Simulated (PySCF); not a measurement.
vinylidene fluoride cation (C2H2F2), SMILES C=C(F)F (connectivity only; charge and spin as stated), charge +1, multiplicity 2.

Geometry optimised at PBE-D3(BJ)/def2-SVP. The multiplicity is an assumed one; other spin states were not compared.

Method: PySCF with PBE-D3(BJ)/def2-SVP.

Harmonic, unscaled wavenumbers; measured fundamentals usually lie a few per cent lower.

```csv
mode,ν (cm⁻¹),IR (km/mol),moving atoms (share of kinetic energy)
1,346,0.0,H 96 %
2,407,0.5,"F 43 %, H 32 %, C 25 %"
3,573,20.7,"F 70 %, C 27 %"
4,606,2.4,"C 73 %, H 15 %, F 12 %"
5,865,38.3,"H 65 %, C 35 %"
6,948,30.3,"F 56 %, C 33 %, H 11 %"
7,955,7.4,"H 64 %, C 24 %, F 12 %"
8,1352,0.8,"H 84 %, C 13 %"
9,1513,251.7,"C 73 %, F 25 %"
10,1553,235.3,"C 85 %, F 12 %"
11,3080,64.0,H 95 %
12,3216,70.2,"H 88 %, C 12 %"
```
